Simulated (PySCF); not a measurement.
Delta-SCF ions had no search for a lower state. Excitations are Tamm–Dancoff values on a coarser integration grid. The basis has no diffuse functions, so Rydberg states are missing or too high.

## C₂H₈BN, SMILES `B(C)(N)C` (charge 0, multiplicity 1)

These are M06-2X/def2-TZVP // B3LYP-D3(BJ)/def2-TZVP (PySCF) values and carry that method's errors.

| Quantity | Result |
|---|---|
| HOMO | -9.50 eV |
| dipole moment | 1.23 D |
| HOMO–LUMO gap | 10.83 eV |
| LUMO | 1.33 eV |
| S1 excitation (TDA) | 7.66 eV |
| S1 oscillator strength | 0.030 |
| brightest of the four lowest singlets (TDA) | 8.34 eV |
| T1 excitation (TDA) | 6.77 eV |
| S1–T1 gap (TDA) | 0.90 eV |
| vertical ionisation energy (Delta-SCF) | 10.60 eV |
| total energy | -160.6767 Ha |
| cost | about 13 core-minutes (a rough figure) |

Bond lengths (Å): C1–B2 1.580, C1–H5 1.095, C1–H6 1.093, C1–H7 1.095, B2–C3 1.580, B2–N4 1.400, C3–H8 1.095, C3–H9 1.093, C3–H10 1.095, N4–H11 1.007, N4–H12 1.007. Angles (°): B2–C1–H5 110.7, B2–C1–H6 114.1, B2–C1–H7 110.6, H5–C1–H6 107.7, H5–C1–H7 105.7, H6–C1–H7 107.6, C1–B2–C3 120.7, C1–B2–N4 119.6, C3–B2–N4 119.6, B2–C3–H8 110.7, B2–C3–H9 114.1, B2–C3–H10 110.6, H8–C3–H9 107.7, H8–C3–H10 105.7, H9–C3–H10 107.6, B2–N4–H11 123.2, B2–N4–H12 123.2, H11–N4–H12 113.5.
